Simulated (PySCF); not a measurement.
Vertical excitations of a molecule C3H7NSi from TDA-CAM-B3LYP/def2-SVPD (PySCF 2.14.0), as energy in eV (oscillator strength): 4.50 (0.000), 5.71 (0.001), 6.55 (0.016), 6.58 (0.001), 7.10 (0.033), 7.34 (0.001), 7.40 (0.078), 7.79 (0.078), 7.90 (0.092), 8.00 (0.000). Lowest triplet (TDA): 3.63 eV. Coordinates come from a B3LYP-D3(BJ)/def2-SVP optimisation. Other conformers were not sampled.

Problem. Pick the molecule that these values belong to.
A) C1=C[SiH2]NC1
B) CC1=NC[SiH2]1
C) [SiH3]C1=NCC1
D) NCC#C[SiH3]

Solution. B, CC1=NC[SiH2]1
